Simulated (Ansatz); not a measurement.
`CC(C)(C)I`, 14 atoms. The species carries charge 0 and has multiplicity 1. Correlated methods include outer-core shells of I, which these sets cover unevenly. I: def2 effective core potential. Hardware: A = 2 threads of an AMD EPYC 7R13 on a shared host; B = 2 threads of an AMD EPYC 7R13 on a shared host and a share of an NVIDIA H100 80 GB. Correlated methods freeze the cores. Open-shell runs search over several starts.

Problem. Give the basis size and wall time and peak host memory of each of these runs in Ansatz. RKS PBE0-D4/def2-SVP energy [A]; RHF-MP2/def2-QZVPP energy [B]; RHF-CCSD(T)/def2-SVP energy [B]; UHF-MP2/def2-QZVPP energy of the cation [B]; UKS ωB97M-V/def2-TZVPP energy of the cation [B]; UKS r2SCAN-D4/def2-TZVPP energy of the cation [B]; UKS B2PLYP (frozen core)/def2-TZVPP energy of the cation [B]; RKS PBE0-D4/def2-TZVP frequencies [B]; RHF-CCSD(T)/def2-TZVPP energy [B]; RKS B97M-V/def2-TZVPP energy [B]; UKS B3LYP-D4/def2-TZVPP energy of the cation [B]; UKS PBE0-D4/def2-TZVPP energy of the cation [B]. (Best estimate.)

Solution. Ansatz gave: Other jobs shared the machine, so times are rough.

| level | job | functions | wall time | peak host memory (GiB) |
| --- | --- | --- | --- | --- |
| RKS PBE0-D4/def2-SVP | energy [A] | 127 | 3.3 s | 0.56 |
| RHF-CCSD(T)/def2-SVP | energy [B] | 127 | 3.7 s | 0.82 |
| RKS B97M-V/def2-TZVPP | energy [B] | 300 | 4.6 s | 0.94 |
| RHF-MP2/def2-QZVPP | energy [B] | 580 | 5 s | 1.2 |
| RHF-CCSD(T)/def2-TZVPP | energy [B] | 300 | 6.5 s | 0.89 |
| UKS B2PLYP (frozen core)/def2-TZVPP | energy of the cation [B] | 300 | 20 s | 1.5 |
| UHF-MP2/def2-QZVPP | energy of the cation [B] | 580 | 26 s | 1.3 |
| UKS ωB97M-V/def2-TZVPP | energy of the cation [B] | 300 | 33 s | 1.2 |
| UKS PBE0-D4/def2-TZVPP | energy of the cation [B] | 300 | 39 s | 0.94 |
| UKS r2SCAN-D4/def2-TZVPP | energy of the cation [B] | 300 | 41 s | 1 |
| UKS B3LYP-D4/def2-TZVPP | energy of the cation [B] | 300 | 42 s | 0.93 |
| RKS PBE0-D4/def2-TZVP | frequencies [B] | 228 | 2.2 min | 0.93 |

B3LYP here is the variant with VWN-RPA as its local correlation; programs differ in this.
